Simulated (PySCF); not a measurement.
Isomers of C3H5FSe, mass 139.954 u with the commonest isotopes. Level of theory: PBE0-D3(BJ)/def2-SVP geometry optimisation, gas phase in PySCF. One conformer each, none proved a minimum here; rigid rotors.

Task: Order these by rotational constant C, smallest first.
A. `[CH3:1][CH2:2][C:3]([F:4])=[Se:5]` with C1–C2–C3–F4 177°
B. `[CH2:1]=[C:2]([F:3])[Se:4][CH3:5]` with C1–C2–Se4–C5 141°
C. `[CH3:1][Se:2]/[CH:3]=[CH:4]\[F:5]` with C1–Se2–C3–C4 177°

Result: C (1500 MHz), A (1550 MHz), B (1841 MHz).

Task: Order these by radius of gyration √(Σ m r²/M), smallest first.
A. `[CH3:1][CH2:2][C:3]([F:4])=[Se:5]` with C1–C2–C3–F4 177°
B. `[CH3:1][Se:2]/[CH:3]=[CH:4]\[F:5]` with C1–Se2–C3–C4 177°
C. `[CH2:1]=[C:2]([F:3])[Se:4][CH3:5]` with C1–C2–Se4–C5 141°

Result: C (1.434 Å), A (1.534 Å), B (1.556 Å).

Task: Order these by out-of-plane moment Σ m c² = (Ia + Ib − Ic)/2, largest first.
A. `[CH3:1][CH2:2][C:3]([F:4])=[Se:5]` with C1–C2–C3–F4 177°
B. `[CH2:1]=[C:2]([F:3])[Se:4][CH3:5]` with C1–C2–Se4–C5 141°
C. `[CH3:1][Se:2]/[CH:3]=[CH:4]\[F:5]` with C1–Se2–C3–C4 177°

Result: B (13.08 u·Å²), A (3.14 u·Å²), C (1.70 u·Å²).

```
     SMILES  point group  Ia (u·Å²)  Ib (u·Å²)  Ic (u·Å²)      κ  μa (D)  μb (D)  μc (D)
C[Se]/C=C\F      near Cs      53.91     286.47     336.97  -0.93    1.23    2.24    0.01
CCC(F)=[Se]      near Cs     119.36     212.98     326.07  -0.39    2.39    0.59    0.04
C=C(F)[Se]C           C1      95.76     204.93     274.54  -0.64    0.58    0.23    0.78
```
